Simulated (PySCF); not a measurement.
ReO₂Cl, SMILES [O]=[Re](=[O])[Cl] (connectivity only; charge and spin as stated), neutral, multiplicity 3.

Geometry: PBE-D3(BJ)/def2-SVP. The spin state was assumed, not searched. The def2 effective core potentials stand for the cores of Re; spin–orbit coupling is left out.

Computed with PBE/def2-TZVPD (PySCF).

The molecule is in vacuum.

### Question
Estimate the frontier levels, dipole moment and polarisability. (The exact figures need the calculation; the answer reports its results.)

### Answer

| Property | Result |
|---|---|
| α spin, highest occupied and lowest empty level | -6.11 and -4.48 eV |
| β spin, highest occupied and lowest empty level | -8.42 and -5.67 eV |
| dipole moment | 0.63 D |
| quadrupole, principal values (traceless, Buckingham form, about the centre of nuclear charge) | -4.77, -1.78, 6.56 D·Å |
| mean static polarisability | 60.1 bohr³ (8.91 Å³) |
| polarisability, principal values | 44.2, 62.6, 73.5 bohr³ |
| ⟨S²⟩ | 2.009 (pure state 2.00) |
